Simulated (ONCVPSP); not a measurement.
## Transferability test, ONCV potential for Pt

Pt, optimised norm-conserving Vanderbilt (ONCV), made with ONCVPSP 4.0.1 (PBEsol, fully relativistic). Core [Kr] 4d10 4f14, reference 5s2 5p6 5d9 6s1. Waves: 5s+6s: rc 1.45 bohr, ncon 4, nbas 9, qcut 8 1/bohr, 2 projectors; 5p: rc 1.25 bohr, ncon 4, nbas 7, qcut 6.3 1/bohr, 2 projectors, debl 3.2 Ha; 5d: rc 1.65 bohr, ncon 4, nbas 7, qcut 5.7 1/bohr, 1 projector. Local part: polynomial inside 1.20 bohr (lpopt 5, dvloc0 0 Ha). Core correction: Teter function, fcfact 1.75, rcfact 1.15.

Open shells are filled in proportion to 2j + 1.

Energies are relative to the spin-unpolarised reference configuration 5s2 5p6 5d9 6s1; without spin polarisation the order of configurations can differ from experiment.

Task: Give the all-electron excitation energy and the error of the potential for: 5s2 5p6 5d9 6s0; 5s2 5p6 5d8 6s0; 5s2 5p6 5d7 6s0; 5s2 5p6 5d9 6s0 6p1.

Result:

| valence configuration | charge | ΔE all-electron (eV) | error AE − PS (meV) |
| --- | --- | --- | --- |
| 5s2 5p6 5d9 6s0 | +1 | 9.242 | -0.8 |
| 5s2 5p6 5d8 6s0 | +2 | 29.255 | +1.5 |
| 5s2 5p6 5d7 6s0 | +3 | 61.502 | +6.3 |
| 5s2 5p6 5d9 6s0 6p1 | 0 | 5.086 | -0.4 |

Levels in the configuration 5s2 5p6 5d9 6s0 6p1:

| level | all-electron (eV) | pseudo (eV) |
| --- | --- | --- |
| 5s j=1/2 | -103.650 | -103.669 |
| 5p j=3/2 | -54.016 | -54.023 |
| 5p j=1/2 | -68.990 | -69.002 |
| 5d j=5/2 | -7.593 | -7.592 |
| 5d j=3/2 | -8.951 | -8.950 |
| 6p j=3/2 | -1.660 | -1.660 |
| 6p j=1/2 | -2.286 | -2.286 |

These tests converged, but a pseudo level misses the all-electron one widely, so the file describes the atom poorly there or has found another state: 5s2 5p6 5d9 6s0 6p1: empty 6s by 5.7 eV.
